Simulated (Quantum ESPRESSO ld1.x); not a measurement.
Results of a calculation; reference values are marked as such.
Species: Ca11+. Configuration: [He] 2s2 2p5. Code: ld1.x of Quantum ESPRESSO 7.5. Model: scalar-relativistic Kohn-Sham, BLYP, spin-unpolarised, spherical densities, point nucleus. Some entries of the table are withheld. Estimate them.

orbital  occ.  eigenvalue (hartree)  <r> (bohr)  <r^2> (bohr^2)
1s          2             -157.3918     0.07673             (1)
2s          2              -25.8086      0.3524             (2)
2p          5              -23.1181         (3)          0.1197
3s          0               -9.5123      0.9182          0.9545
3p          0               -8.7297      0.9145          0.9585
3d          0                   (4)      0.8536          0.8394

Answer. 
(1) 1s <r^2> (bohr^2): 0.007915
(2) 2s <r^2> (bohr^2): 0.1463
(3) 2p <r> (bohr): 0.3125
(4) 3d eigenvalue (hartree): -7.6612
